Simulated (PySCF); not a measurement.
Cl3GeH3OSi. Atoms are numbered in the order given.

```xyz
9

Si    -2.6946     0.3483    -0.8070
O     -1.2781     0.7468     0.0041
Ge     0.2990     0.0392     0.1414
Cl     0.3740    -1.7364    -1.0415
Cl     1.7524     1.4226    -0.5545
Cl     0.6795    -0.4418     2.1748
H     -3.1899    -0.9816    -0.3494
H     -2.4494     0.3115    -2.2774
H     -3.6804     1.4102    -0.4734
```

Geometry optimised at PBE0-D3(BJ)/def2-SVP. Other conformers were not sampled.

Computed with TDDFT-PBE/def2-SVPD (PySCF 2.14.0).

Vertical excitations. 

Q: List the lowest excited states. (Estimate from the structure and the level; the computed values follow.)

A: 
```json
[
 {"state": "S1", "energy (eV)": "4.88", "λ (nm)": "254", "f": "0.002", "main pairs": "HOMO→LUMO 99 %"},
 {"state": "S2", "energy (eV)": "5.20", "λ (nm)": "238", "f": "0.020", "main pairs": "HOMO−1→LUMO 99 %"},
 {"state": "S3", "energy (eV)": "5.26", "λ (nm)": "236", "f": "0.000", "main pairs": "HOMO−2→LUMO 100 %"},
 {"state": "S4", "energy (eV)": "5.51", "λ (nm)": "225", "f": "0.011", "main pairs": "HOMO−3→LUMO 97 %"},
 {"state": "S5", "energy (eV)": "5.56", "λ (nm)": "223", "f": "0.016", "main pairs": "HOMO−4→LUMO 96 %"},
 {"state": "S6", "energy (eV)": "5.96", "λ (nm)": "208", "f": "0.024", "main pairs": "HOMO−5→LUMO 95 %"},
 {"state": "S7", "energy (eV)": "5.96", "λ (nm)": "208", "f": "0.018", "main pairs": "HOMO−6→LUMO 96 %"},
 {"state": "S8", "energy (eV)": "5.99", "λ (nm)": "207", "f": "0.025", "main pairs": "HOMO−7→LUMO 97 %"},
 {"state": "S9", "energy (eV)": "6.75", "λ (nm)": "184", "f": "0.014", "main pairs": "HOMO−8→LUMO 64 %, HOMO→LUMO+1 33 %"},
 {"state": "S10", "energy (eV)": "6.84", "λ (nm)": "181", "f": "0.019", "main pairs": "HOMO→LUMO+1 66 %, HOMO−8→LUMO 29 %"},
 {"state": "T1", "energy (eV)": "4.71", "λ (nm)": "263", "f": "0", "main pairs": "HOMO→LUMO 99 %"},
 {"state": "T2", "energy (eV)": "4.95", "λ (nm)": "251", "f": "0", "main pairs": "HOMO−2→LUMO 100 %"},
 {"state": "T3", "energy (eV)": "5.00", "λ (nm)": "248", "f": "0", "main pairs": "HOMO−1→LUMO 98 %"},
 {"state": "T4", "energy (eV)": "5.18", "λ (nm)": "239", "f": "0", "main pairs": "HOMO−3→LUMO 98 %"}
]
```
Triplets are in the Tamm–Dancoff approximation, which puts them higher than full response would, so one can lie above its singlet here.
